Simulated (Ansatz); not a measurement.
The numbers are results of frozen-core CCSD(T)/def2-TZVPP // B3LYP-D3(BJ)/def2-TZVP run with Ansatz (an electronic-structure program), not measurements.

Ansatz 0.2 input:
```yaml
crystal:
  periodic: [false, false, false]
  atoms:
    - { symbol: C, position_ang: [1.428893, -0.478602, 0.341637] }
    - { symbol: C, position_ang: [0.808399, 0.498233, -0.642584] }
    - { symbol: S, position_ang: [-0.914586, 0.07589, -1.118326] }
    - { symbol: C, position_ang: [-1.696282, 0.334007, 0.502089] }
    - { symbol: O, position_ang: [-0.944249, -1.392961, -1.373453] }
    - { symbol: H, position_ang: [1.023271, -0.359631, 1.346143] }
    - { symbol: H, position_ang: [2.506879, -0.320889, 0.397624] }
    - { symbol: H, position_ang: [1.246471, -1.502382, 0.014233] }
    - { symbol: H, position_ang: [1.339992, 0.483655, -1.595588] }
    - { symbol: H, position_ang: [0.794828, 1.529437, -0.282643] }
    - { symbol: H, position_ang: [-1.581835, 1.374836, 0.806] }
    - { symbol: H, position_ang: [-1.260579, -0.34251, 1.234779] }
    - { symbol: H, position_ang: [-2.751203, 0.10092, 0.370088] }
basis:
  gaussian: { orbitals: def2-TZVPP }
correlation:
  method: ccsd_t
```

Output:

```
Functional definition: HF
1627 factors; integrals over basis functions are off by at most 1.5e-3 eV
mean field evaluation 1: about -16068.3077 eV, gradient 4.8e1 eV
mean field evaluation 2: about -16068.6324 eV, gradient 4.9e1 eV
mean field evaluation 4: about -16073.7886 eV, gradient 6.5e0 eV
mean field evaluation 8: about -16073.9131 eV, gradient 5.7e-1 eV
mean field evaluation 16: about -16068.3090 eV, gradient 4.8e1 eV
mean field -16073.91392720 eV, -590.7054415343 hartree, gradient 2.0e-6 eV, S^2 0.000000; 0 other end points of the search recorded, 0 dependent functions left out
9 core orbitals not correlated
reference -16073.91392720 eV, -590.7054415343 hartree; 16, 16 occupied and 253, 253 virtual orbitals, 1627 factors
second order -25.99904087 eV of doubles, -0.00000000 eV of singles
cycle   1  -26.38785675 eV  change   -3.9e-1 eV  update   1.2e-1
cycle   2  -27.03726771 eV  change   -6.5e-1 eV  update   4.1e-2
cycle   3  -27.22703556 eV  change   -1.9e-1 eV  update   2.3e-2
cycle   4  -27.22007469 eV  change    7.0e-3 eV  update   6.2e-3
cycle   5  -27.21754986 eV  change    2.5e-3 eV  update   3.2e-3
cycle   6  -27.21833421 eV  change   -7.8e-4 eV  update   1.1e-3
cycle   7  -27.21806053 eV  change    2.7e-4 eV  update   4.8e-4
cycle   8  -27.21796225 eV  change    9.8e-5 eV  update   1.6e-4
cycle   9  -27.21802102 eV  change   -5.9e-5 eV  update   6.0e-5
cycle  10  -27.21802690 eV  change   -5.9e-6 eV  update   2.9e-5
perturbative correction -1.16655968 eV, -0.0428702774 hartree
Total energy: -16102.29851378 eV, -591.7485558514 hartree
```

Cost: around 17 core-minutes (rough).
